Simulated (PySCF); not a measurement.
## Electron correlation in Zr⁺ (zirconium, charge +1)

[Kr] 4d3, high-spin 4F determinant (an excited configuration). Computed with PySCF 2.14 in def2-QZVPPD with the def2 core potential (28 electrons) (7s5p4d3f2g, 81 functions), with a scalar-relativistic core potential. Frozen: 4s2 4p6; 3 electrons correlated.

```csv
level,correlation energy (mhartree)
CCSD,-20.27
(T),-0.19
CCSD(T),-20.46
```

Diagnostics: T1 = 0.0032, D1 = 0.0045, largest double amplitude 0.020.

Is a single reference adequate?

Yes, within this model without spin-orbit coupling: T1 lies below 0.03 and no double amplitude reaches 0.07.
